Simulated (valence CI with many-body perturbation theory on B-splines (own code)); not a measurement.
# Gd¹³⁺: calculated level list

Method: relativistic CI+MBPT: five valence electrons over a frozen Dirac-Fock core [Kr] 4d10, a basis of 7 s, 7 p, 7 d, 7 f, 4 g, 2 h functions for each j, with the one-electron correlation potential Σ1, the two-electron term Σ2, the three-electron term Σ3, Breit, model QED; selected CI, second order for the rest, scaled by the run's own slope (own B-spline code, finite nucleus).

No measured spectrum was set against this ion. As an estimate, terms of the open shell hold to a few per cent of their energy, and close levels can change places; configurations with another count of f electrons can be misplaced by thousands of cm⁻¹. Core correlation moves these levels by up to 46000 cm⁻¹, and in measured spectra 5 to 20 % of such shifts remained as error; rates that hang on mixing are uncertain with them. Among the levels kept, up to 740 cm⁻¹ of a level comes from second order outside the variational space, and about a tenth of that is noise between levels of different J, which matters for small intervals. The lowest computed level is not the ground level that NIST lists (6H°5/2, for many ions itself from theory).

Levels 1 to 45 of 49, with energies above the lowest level, 4f³5s² ⁴I°_9/2. "Leading %" is the weight of the configuration and term that name the level; weights of strongly mixed levels are sums over their largest components and can fall short. Lifetimes count E1, E2, E3, M1 and M2 decay at the calculated energies, and are blank where another channel may lead or the interval is too uncertain; long ones can be off by a factor of two.

| No. | Configuration | Term | J | E (cm⁻¹) | Leading % | g | Lifetime |
| --- | --- | --- | --- | --- | --- | --- | --- |
| 1 | 4f³5s² | ⁴I° | 9/2 | 0.0 | 92 | 0.736 |  |
| 2 | 4f³5s² | ⁴I° | 11/2 | 4762 | 96 | 0.966 | 224 ms |
| 3 | 4f³5s² | ⁴I° | 13/2 | 9573 | 97 | 1.105 | 188 ms |
| 4 | 4f³5s² | ⁴I° | 15/2 | 14355 | 95 | 1.195 | 287 ms |
| 5 | 4f³5s² | ⁴F° | 3/2 | 20586 | 87 | 0.457 |  |
| 6 | 4f³5s² | ²H° | 9/2 | 22307 | 57 | 1.001 | 51.0 ms |
| 7 | 4f³5s² | ⁴F° | 5/2 | 23409 | 93 | 1.032 | 1.14 s |
| 8 | 4f³5s² | ⁴S° | 3/2 | 25512 | 87 | 1.905 | 3.04 s |
| 9 | 4f³5s² | ⁴F° | 7/2 | 25527 | 82 | 1.184 | 1.36 s |
| 10 | 4f³5s² | ⁴F° | 9/2 | 28656 | 71 | 1.223 | 104 ms |
| 11 | 4f³5s² | ²H° | 11/2 | 30388 | 88 | 1.101 | 54.8 ms |
| 12 | 4f³5s² | ⁴G° | 5/2 | 31077 | 95 | 0.578 | 2.47 s |
| 13 | 4f³5s² | ²G° | 7/2 | 31727 | 45 | 0.967 | 142 ms |
| 14 | 4f³5s² | ²K° | 13/2 | 34809 | 95 | 0.936 | 54.2 ms |
| 15 | 4f³5s² | ⁴G° | 7/2 | 35879 | 55 | 0.958 | 132 ms |
| 16 | 4f³5s² | ⁴G° | 9/2 | 37170 | 79 | 1.150 | 83.1 ms |
| 17 | 4f⁴5s | ⁶I | 7/2 | 37444 | 96 | 0.450 | 415 ms |
| 18 | 4f³5s² | ²D° | 3/2 | 38550 | 45 | 1.069 | 36.1 ms |
| 19 | 4f³5s² | ²K° | 15/2 | 39412 | 86 | 1.057 | 38.5 ms |
| 20 | 4f⁴5s | ⁶I | 9/2 | 39471 | 96 | 0.830 | 380 ms |
| 21 | 4f³5s² | ²G° | 9/2 | 41123 | 62 | 1.132 | 44.7 ms |
| 22 | 4f³5s² | ⁴G° | 11/2 | 41582 | 85 | 1.249 | 143 ms |
| 23 | 4f⁴5s | ⁶I | 11/2 | 41872 | 97 | 1.034 | 330 ms |
| 24 | 4f³5s² | ²P° | 1/2 | 42482 | 86 | 0.587 | 91.0 ms |
| 25 | 4f³5s² | ²D° | 5/2 | 44253 | 94 | 1.192 | 56.9 ms |
| 26 | 4f⁴5s | ⁶I | 13/2 | 44529 | 97 | 1.156 | 294 ms |
| 27 | 4f⁴5s | ⁶I | 15/2 | 47348 | 97 | 1.234 | 270 ms |
| 28 | 4f³5s² | ²P° | 3/2 | 50159 | 49 | 1.092 | 27.8 ms |
| 29 | 4f⁴5s | ⁶I | 17/2 | 50260 | 95 | 1.288 | 447 ms |
| 30 | 4f³5s² | ⁴D° | 3/2 | 51052 | 73 | 1.105 | 322 ms |
| 31 | 4f³5s² | ⁴D° | 5/2 | 51074 | 69 | 1.305 | 112 ms |
| 32 | 4f³5s² | ²I° | 11/2 | 51998 | 78 | 0.959 | 101 ms |
| 33 | 4f³5s² | ⁴D° | 1/2 | 53122 | 86 | 0.074 | 266 ms |
| 34 | 4f³5s² | ²L° | 15/2 | 54041 | 88 | 0.952 | 57.0 ms |
| 35 | 4f³5s² | ²I° | 13/2 | 55569 | 96 | 1.073 | 92.3 ms |
| 36 | 4f³5s² | ⁴D° | 7/2 | 56795 | 95 | 1.421 | 225 ms |
| 37 | 4f³5s² | ²L° | 17/2 | 57093 | 98 | 1.057 | 134 ms |
| 38 | 4f⁴5s | ⁴I | 9/2 | 57967 | 92 | 0.740 | 5.89 ms |
| 39 | 4f⁴5s | ⁶F | 1/2 | 58495 | 94 | -0.637 | 84.6 ms |
| 40 | 4f⁴5s | ⁶F | 3/2 | 58971 | 93 | 1.063 | 20.0 ms |
| 41 | 4f³5s² | ²H° | 9/2 | 59261 | 95 | 0.914 | 58.9 ms |
| 42 | 4f⁴5s | ⁶F | 5/2 | 59907 | 92 | 1.312 | 10.5 ms |
| 43 | 4f⁴5s | ⁶F | 7/2 | 61391 | 93 | 1.383 | 5.41 ms |
| 44 | 4f⁴5s | ⁴I | 11/2 | 61627 | 90 | 0.958 | 11.4 ms |
| 45 | 4f³5s² | ²D° | 3/2 | 62005 | 74 | 0.898 | 37.6 ms |

Names give the largest LS component (configuration and term), which can be under half, so a name can repeat, a term be missing and a line seem to break the LS rules; names also repeat where a configuration has a term twice.

Where two levels of one J and parity lie close, their mixing, g and order are uncertain.

The ionisation energy to 4f³5s ⁵I°4 of the next ion comes out as 262.63 eV (NIST: 268 ± 14 eV (theoretical)). All 49 levels together are meant to be complete up to 64579 cm⁻¹.
